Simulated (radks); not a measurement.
The numbers below are computed, except where a source is named.
Effect of the nuclear size on neutral zinc, [Ar] 3d10 4s2. Level of theory: Dirac Kohn-Sham, PBE, spin-unpolarised, spherical densities, finite nucleus; Fermi nuclear charge, rms radius 3.9283 fm (a radial shooting solver on a logarithmic mesh with Libxc functionals). The rms radius is varied about that value; shifts are against it.

rms radius (fm),total energy shift (eV),density at nucleus (e/bohr^3),1s1/2 shift (meV),2s1/2 shift (meV),2p1/2 shift (meV),3s1/2 shift (meV)
3.5276,-0.0454,2.524e+04,-19.3,-1.84,0.159,-0.267
3.6533,-0.0316,2.519e+04,-13.4,-1.28,0.111,-0.186
3.9283,0,2.509e+04,0.000,0.000,0.000,0.000
4.2701,0.0423,2.497e+04,18.0,1.72,-0.148,0.249
4.3997,0.0592,2.493e+04,25.2,2.40,-0.208,0.348

Slopes of the eigenvalues against <r^2> in GHz/fm^2, as finite differences over the two radii next to the reference (eigenvalue slopes, not the field-shift constants of lines): 1s1/2 1550, 2s1/2 148, 2p1/2 -12.8, 3s1/2 21.5.
